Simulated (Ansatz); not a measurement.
BH7OSSi2, SMILES `[SiH3]O[SiH2]BS`, 12 atoms. The species carries charge 0 and has multiplicity 1. All runs use 4 threads of an Arm Neoverse V1 on a shared host. Correlated methods freeze the cores.

(1) How many basis functions does each run have, and how long does it take in Ansatz? RKS HSE06 (plane-wave form)-D4/def2-TZVPP energy; RHF-CCSD(T)/def2-TZVPP energy; RKS PBE0-D4/def2-QZVPP energy; RKS PBE0-D4/def2-TZVP frequencies; direct RPA on PBE orbitals/def2-TZVPP energy; RKS ωB97M-V/def2-SVP energy; RKS PBE0-D4/def2-TZVP relaxation (8 steps); RHF-MP2/def2-QZVPP energy; RKS BLYP-D4/def2-TZVPP energy; RKS PBE0-D4/def2-SVP energy; RKS revPBE-D4/def2-TZVPP energy; RKS ωB97M-V/def2-TZVPP energy and forces. (An estimate is asked.)

Results:

(1) Computed: Other jobs shared the machine, so times are rough.

```tsv
level	job	functions	wall time	peak host memory (GiB)
RKS PBE0-D4/def2-SVP	energy	117	1.4 s	0.5
RKS revPBE-D4/def2-TZVPP	energy	286	2.6 s	0.44
RKS BLYP-D4/def2-TZVPP	energy	286	2.9 s	0.44
RKS HSE06 (plane-wave form)-D4/def2-TZVPP	energy	286	4.9 s	0.92
RKS ωB97M-V/def2-SVP	energy	117	6 s	0.5
direct RPA on PBE orbitals/def2-TZVPP	energy	286	6.5 s	0.72
RKS PBE0-D4/def2-QZVPP	energy	534	13 s	2.4
RKS ωB97M-V/def2-TZVPP	energy and forces	286	17 s	1.2
RHF-MP2/def2-QZVPP	energy	534	28 s	3.7
RKS PBE0-D4/def2-TZVP	relaxation (8 steps)	215	37 s	0.65
RHF-CCSD(T)/def2-TZVPP	energy	286	3.3 min	7.9
RKS PBE0-D4/def2-TZVP	frequencies	215	3.4 min	0.67
```
